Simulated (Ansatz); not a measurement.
Reaction (formal exchange of groups at the Si–O bond): `C[SiH](O)[AlH][OH]` + CH₄ → `C[SiH](C)[AlH][OH]` + H₂O

Program: Ansatz. Geometries: PBE0-D4/def2-TZVP. ΔE: electronic, gas phase. CCSD(T)/CBS adds triple-zeta CCSD(T) − MP2 to the extrapolated MP2 energy (def2 sets, frozen cores). This one scheme is used for every species. Functionals use def2-TZVPP. B3LYP here is the variant with VWN-RPA as its local correlation; programs differ in this. HSE06 is defined as in plane-wave codes. Each species was taken in one conformer, which may not be the lowest.

(1) Is it downhill or uphill in electronic energy at CCSD(T)/CBS, and by how much? (Estimate.)

(2) What do these levels give: revPBE-D4, PBE0-D4, B3LYP-D4, PBE-QIDH, PBE, B3LYP, HSE06, BHLYP, RPA@PBE/def2-TZVPP, HF/def2-SVP, SCS-MP2/def2-TZVPP, SCS-MP2/def2-QZVPP? (Estimate.)

(3) What do rigid-rotor, harmonic-oscillator terms from PBE0-D4/def2-TZVP frequencies (298.15 K, 1 bar) make of the CCSD(T)/CBS value? (Estimate.)

Largest T1 diagnostic among the species: 0.012.

## Answers

(1) The calculation gave: Uphill: ΔE = +20.7 kcal/mol.

(2) The calculation gave: revPBE-D4 19.2, PBE0-D4 19.8, B3LYP-D4 22.4, PBE-QIDH 20.8, PBE 20.4, B3LYP 23.5, HSE06 20.4, BHLYP 24.1, RPA@PBE/def2-TZVPP 21.0, HF/def2-SVP 23.0, SCS-MP2/def2-TZVPP 22.2, SCS-MP2/def2-QZVPP 22.1 kcal/mol.

(3) Computed: ΔZPE = -0.3 kcal/mol, ΔH = +20.6 kcal/mol, ΔS = 10 J/(mol·K), ΔG = +19.9 kcal/mol. Modes under 50 cm⁻¹ make the entropy rough.

The D4 term adds −1.0 kcal/mol with B3LYP and −0.6 kcal/mol with PBE0; it sums over pairs of atoms, weighted by their polarisabilities, and B3LYP, whose exchange is more repulsive, gets the larger term. In def2-TZVPP, CCSD(T) changes the Hartree–Fock value by −4.3 kcal/mol (the triples alone add −0.5 kcal/mol) and MP2 by −4.2 kcal/mol. Leaving LDA and LC-ωPBE aside and taking each functional with its dispersion term where it has one, the values, not all of them listed here, spread over 4.0 kcal/mol, from revPBE-D4 to BHLYP-D4.
